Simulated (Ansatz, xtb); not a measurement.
Relative energy of two isomers of C4H6GeO2

Structure I: `O=[C](O)[Ge@@H]1[CH]=C[CH2]1`, a singlet. Structure II: `[GeH3][O]c1ccco1`, a singlet. Both are isolated molecules in the gas phase, relaxed with PBE-D3(BJ)/def2-SVP; each stands in its lowest conformer found.

I (Å):

```xyz
13

C    -0.6883    0.2983    0.5751
C    -1.7988   -2.8052   -0.1327
C    -0.6656   -3.4798   -0.4582
C     0.3381   -2.5311   -1.0946
Ge   -1.0618   -1.1187   -0.8051
O    -1.2420    1.3770    0.6350
O     0.2509   -0.1091    1.4674
H     0.3467    0.6291    2.1158
H    -1.7226   -0.3981   -2.0097
H    -2.7093   -3.1969    0.3448
H    -0.4747   -4.5589   -0.2895
H     1.2783   -2.3983   -0.5202
H     0.5960   -2.7621   -2.1491
```

II (Å):

```yaml
atoms:
  - { symbol: C, position_ang: [-1.2458, -0.4211, 0.8183] }
  - { symbol: C, position_ang: [-0.2849, 0.5309, 0.5484] }
  - { symbol: C, position_ang: [-0.4915, 0.9068, -0.8264] }
  - { symbol: C, position_ang: [-1.5488, 0.1685, -1.2930] }
  - { symbol: Ge, position_ang: [-2.9106, -2.3302, 1.9356] }
  - { symbol: O, position_ang: [-1.5288, -1.1154, 1.9191] }
  - { symbol: O, position_ang: [-2.0190, -0.6518, -0.2858] }
  - { symbol: H, position_ang: [-2.8251, -2.8436, 3.3878] }
  - { symbol: H, position_ang: [-2.6141, -3.4356, 0.8948] }
  - { symbol: H, position_ang: [-4.2336, -1.5830, 1.6449] }
  - { symbol: H, position_ang: [0.4657, 0.9049, 1.2502] }
  - { symbol: H, position_ang: [0.0838, 1.6432, -1.3991] }
  - { symbol: H, position_ang: [-2.0734, 0.0960, -2.2493] }
```

Estimate which is lower in electronic energy at CCSD(T)/def2-SVP + ΔMP2/def2-TZVPP, and by roughly how much.

The CCSD(T)/def2-SVP + ΔMP2/def2-TZVPP calculation puts structure II lower, by 6.1 kcal/mol.

How the difference moves with the method:

```tsv
level	geometry	E(II) − E(I) (kcal/mol)	departure from the last row (kcal/mol)	job, with rough time for the two
GFN2-xTB	GFN2-xTB	−59.9	−53.8	optimisation, 0.22 s
HF/STO-3G	GFN2-xTB	−41.1	−35.0	single point, 0.52 s
r2SCAN-D4/def2-SVP	GFN2-xTB	−13.0	−6.9	single point, 4.5 s
PBE-D3(BJ)/def2-SVP	PBE-D3(BJ)/def2-SVP	−11.4	−5.3	optimisation, 57 s
HF/def2-SVP	PBE-D3(BJ)/def2-SVP	−14.0	−7.9	part of the CCSD(T) run
MP2/def2-SVP	PBE-D3(BJ)/def2-SVP	−12.2	−6.1	part of the CCSD(T) run
CCSD(T)/def2-SVP	PBE-D3(BJ)/def2-SVP	−11.2	−5.1	single point
CCSD(T)/def2-SVP + ΔMP2/def2-TZVPP	PBE-D3(BJ)/def2-SVP	−6.1		single point, 1.9 min
```

As drawn, II has 1 Ge–O, 3 C∷C, 2 C∷O, 2 Ge–H in place of 1 C=O, 3 C–Ge, 1 C=C, 1 C–C, 1 O–H, 1 C–H (∷ is an aromatic bond). Structure I has a 4-membered ring, II a 5-membered ring (with an aromatic ring).

The levels shown agree on the order. The largest departure from CCSD(T)/def2-SVP + ΔMP2/def2-TZVPP is that of GFN2-xTB, 53.8 kcal/mol. The last row adds to CCSD(T) the change of the MP2 difference between the two basis sets, here +5.1 kcal/mol, a large step that makes the value less sure.

With thermal terms from frequencies at re-optimised GFN2-xTB minima (ideal gas, soft modes damped towards free rotors, one conformer each, 298.15 K, 1 atm): the zero-point term adds −1.1 kcal/mol; ΔH is −7.9 and ΔG −6.4 kcal/mol.

The correlated steps freeze 15 core orbitals; the filled d shell of Ge is correlated, in a basis made for valence electrons. Mirror images aren't counted in ΔG. Programs: Ansatz 0.2.0, xtb 6.7.1; the last row on 4 threads of Arm Neoverse V1 on a shared host.
